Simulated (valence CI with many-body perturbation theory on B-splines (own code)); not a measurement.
**Basis-set convergence for Lu⁵⁷⁺**

Computed by valence CI with perturbative core correlation (CI+MBPT): four valence electrons over a frozen Dirac-Fock core [Ne], radial functions for each j: 9 s, 9 p, 8 d, 6 f, 3 g, 1 h, with the one-electron correlation potential Σ1, the two-electron term Σ2, the three-electron term Σ3, Breit, model QED; selected CI, second order for the rest, scaled by the run's own slope (own B-spline code, finite nucleus).

No measured spectrum was set against this ion. As an estimate, large intervals hold to a few tenths of a per cent, small ones and those within an open d or f shell to about a per cent.

The reference run has the lowest level (3s^2 3p1/2^2) J=0 and an ionisation energy of 5939.20 eV. Its largest variational space holds 19998 state functions.

Levels are named by their leading jj configuration (3d3/2^4 stands for four electrons in 3d with j = 3/2), which in mixed levels can hold well under half, so a name can repeat and another be missing.

Changed runs:
A. basis 6 s, 6 p, 5 d, 3 f, 1 g
B. basis 5 s, 5 p, 4 d, 2 f

Excitation energies of the reference run in cm⁻¹, and shifts in cm⁻¹:

```
                 Level  Reference       A      B
(3s^2 3p1/2 3p3/2) J=1    2290940    -112   -321
(3s^2 3p1/2 3p3/2) J=2    2362870    +9.5    +91
(3s 3p1/2^2 3p3/2) J=2    3562320    -117   -337
(3s 3p1/2^2 3p3/2) J=1    3777430    -5.5    +30
(3s^2 3p1/2 3d3/2) J=2    3976550     +77   +283
(3s^2 3p1/2 3d3/2) J=1    4306260    +332  +1280
(3s^2 3p1/2 3d5/2) J=2    4662750    +111   +451
(3s^2 3p1/2 3d5/2) J=3    4670370    +227   +840
    (3s^2 3p3/2^2) J=2    4707720     -82   -177
    (3s^2 3p3/2^2) J=0    4864230     +22   +169
(3s 3p1/2^2 3d3/2) J=1    5279170     +29   +116
(3s 3p1/2^2 3d3/2) J=2    5334550    +114   +434
Ionisation energy (eV)    5939.20  -0.034  -0.11
```
